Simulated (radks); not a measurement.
Task: The holmium ion Ho2+ is in [Xe] 4f11. All-electron calculation, scalar-relativistic Kohn-Sham, PBE, spin-polarised, spherical densities, finite nucleus; Fermi nuclear charge, rms radius of each element as measured or else 0.836 A^(1/3) + 0.57 fm. Program: a radial shooting solver on a logarithmic mesh with Libxc functionals. Open shells are filled with parallel spins first. One electron is removed from 4f, 4d, 5s, 5p in turn, with full relaxation. Which removal costs least, and what does each cost?

Result: 4f 24.439 eV; 5p 45.907 eV; 5s 70.932 eV; 4d 181.16 eV. The 4f electron leaves first.
